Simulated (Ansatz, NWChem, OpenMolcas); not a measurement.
# How basis sets differ on CH5BClNO (SMILES NB(Cl)CO)

The species is CH5BClNO (10 atoms), meant as a singlet with charge 0. SMILES: `NB(Cl)CO`. Geometry: relaxed at PBE0-D4/def2-TZVP. This is a higher conformer, about 10 kJ/mol above the lowest found by a separate search.

Quantity: the HOMO–LUMO gap, in eV. The values are calculated.

| level | kind | program | value (eV) | CPU time |
| --- | --- | --- | --- | --- |
| HF/ANO-R0 (sfX2C) | Hartree–Fock | OpenMolcas | 15.41 | 3.7 s |
| HF/STO-3G | Hartree–Fock | OpenMolcas | 17.15 | 3.2 s |
| HF/3-21G | Hartree–Fock | NWChem | 15.93 | 3.5 s |
| HF/6-31G* (spherical functions) | Hartree–Fock | Ansatz | 16.10 | 2.3 s |
| HF/ANO-S-VDZP (RICD fitting) | Hartree–Fock | OpenMolcas | 14.28 | 6.4 s |

The values span 14.28 to 17.15 eV. A Hartree–Fock LUMO above zero doesn't converge with the basis: it sinks as sets grow more diffuse. Orbital gaps aren't excitation energies. Times are those of the runs behind each value, whatever else they computed, on shared processors of several kinds: orders of magnitude only.
